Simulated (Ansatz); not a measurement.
Mulliken charges of CH3F3GeS (`C[S][Ge]([F])([F])[F]`) from PBE/def2-TZVPP in Ansatz (PBE0-D4/def2-TZVP geometry).

| atom | x (Å) | y (Å) | z (Å) | charge (e) |
| --- | --- | --- | --- | --- |
| C1 | -0.093 | -1.231 | 0.966 | -0.277 |
| S2 | 1.330 | -0.414 | 0.171 | -0.189 |
| Ge3 | 0.234 | 1.110 | -0.897 | 0.947 |
| F4 | -0.922 | 0.481 | -1.993 | -0.305 |
| F5 | 1.281 | 2.113 | -1.796 | -0.295 |
| F6 | -0.688 | 2.132 | 0.122 | -0.305 |
| H7 | 0.335 | -2.044 | 1.552 | 0.127 |
| H8 | -0.773 | -1.645 | 0.224 | 0.148 |
| H9 | -0.616 | -0.548 | 1.633 | 0.148 |

Q: By hand: the dipole of these point charges (1 e Å = 4.8032 D).

A: Σ q r = (-0.054, -0.534, 0.423) e Å, of length 0.683 e Å = 3.28 D.

Q: How does the dipole of the full density compare? (An estimate is asked.)

A: Computed: (0.001, -0.554, 0.432) e Å, 3.37 D; the point charges give 0.97 times that, at 5° from its direction.

Point charges leave out the atoms' own dipoles, such as those of lone pairs, and Mulliken's split depends on the basis, so the close match here is no proof of good charges.
